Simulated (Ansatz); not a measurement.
This geometry of a periodic cell of 17 atoms, Si (host Si, host structure diamond, interstitial Si) is a first-order saddle point.

All numbers below come from DFT PBE-D3(BJ), scalar-relativistic, plane waves, PAW in Ansatz. Settings: PAW set soft_1, cutoff 420 eV, k mesh 2x2x2, gaussian smearing 0.02 eV, no spin polarisation.

```xyz
17
Lattice="0.0000 5.4300 5.4300 5.4300 0.0000 5.4300 5.4300 5.4300 0.0000" Properties=species:S:1:pos:R:3
Si 0.206 0.208 0.210
Si 1.580 1.581 1.583
Si 2.782 2.783 -0.022
Si 4.161 4.162 1.256
Si 2.782 -0.024 2.785
Si 4.161 1.254 4.164
Si 5.533 2.624 2.626
Si 6.810 4.003 4.006
Si -0.025 2.783 2.786
Si 1.253 4.162 4.164
Si 2.623 5.534 2.626
Si 4.003 6.811 4.006
Si 2.623 2.624 5.536
Si 4.002 4.003 6.814
Si 5.203 5.204 5.207
Si 6.577 6.578 6.580
Si 3.394 3.395 3.398
```

Q: Which two structures does it join? (They come from a converged band through this point; their orientation in space is the band's.)

A: Contacts lost: Si15–Si17. Contacts made: Si2–Si17. The atom that moves furthest is Si17, by 2.35 Å; four of its nearest neighbours are Si7 2.39, Si13 2.39, Si15 2.39, Si11 2.39 Å at the first end and Si6 2.39, Si2 2.39, Si10 2.39, Si4 2.39 Å at the last.

Initial state:

```xyz
17
Lattice="0.0000 5.4300 5.4300 5.4300 0.0000 5.4300 5.4300 5.4300 0.0000" Properties=species:S:1:pos:R:3
Si 0.003 0.005 0.004
Si 1.358 1.357 1.357
Si 2.710 2.712 0.004
Si 4.070 4.075 1.325
Si 2.711 0.004 2.712
Si 4.070 1.325 4.074
Si 5.449 2.696 2.696
Si 6.820 4.075 4.074
Si 0.004 2.711 2.710
Si 1.323 4.074 4.072
Si 2.689 5.457 2.691
Si 4.072 6.822 4.072
Si 2.690 2.693 5.454
Si 4.072 4.073 6.821
Si 5.453 5.456 5.455
Si 6.783 6.792 6.790
Si 4.068 4.077 4.075
```

Final state:

Only the atoms that move by more than 0.05 Å are listed.
```
Si17 2.713 2.711 2.718
```

Q: How far does it lie above each of them?

A: 0.30 eV above the first and 0.30 eV above the second. This is the barrier of this one path; another mechanism may lie lower. Limits of this set-up: coarse k mesh, a small cell, in which the defect meets its images.

Run time: 14 min on 1 thread of AMD EPYC 9R45 96-Core Processor (Zen 5), with other jobs on the host, peak memory 0.85 GiB.
